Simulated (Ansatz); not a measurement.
Computed with Ansatz on PBE0-D4/def2-TZVP structures; ΔE is electronic, products minus reactants. CCSD(T)/CBS adds triple-zeta CCSD(T) − MP2 to the extrapolated MP2 energy (def2 sets, frozen cores). This one scheme is used for every species. For Ti outer-core shells are correlated without core-valence functions, which leaves a few kJ/mol of doubt a bond. Scalar relativity is left out up to krypton. One conformer a species, not always the lowest.

Reaction (ligand exchange at a Ti–F bond): `[OH][Ti]([F])([Cl])[Cl]` + H₂S → `[OH][Ti]([SH])([Cl])[Cl]` + H–F

```tsv
species	CCSD/def2-TZVPP energy (Eh)
`[OH][Ti]([F])([Cl])[Cl]`	-1943.97302
H₂S	-398.92311
`[OH][Ti]([SH])([Cl])[Cl]`	-2242.52945
H–F	-100.33828
```

(1) Work out ΔE.

(2) What do rigid-rotor, harmonic-oscillator terms from PBE0-D4/def2-TZVP frequencies (298.15 K, 1 bar) make of the CCSD(T)/CBS value? (Best estimate.)

Largest T1 diagnostic among the species: 0.026, so the coupled-cluster value is less sure than usual.

## Answers

(1) ΔE = (-2242.52945) + (-100.33828) − (-1943.97302) − (-398.92311) = 0.02840 Eh = +17.8 kcal/mol. CCSD(T)/CBS gives +13.7 kcal/mol.

(2) The calculation gave: ΔZPE = +0.7 kcal/mol, ΔH = +14.7 kcal/mol, ΔS = -10 J/(mol·K), ΔG = +15.5 kcal/mol.

In def2-TZVPP, CCSD(T) changes the Hartree–Fock value by −7.4 kcal/mol (the triples alone add −2.5 kcal/mol) and MP2 by −11.3 kcal/mol. From r2SCAN to r2SCAN0 (25 % exact exchange), in def2-TZVPP and without D4, ΔE moves by −0.9 kcal/mol.
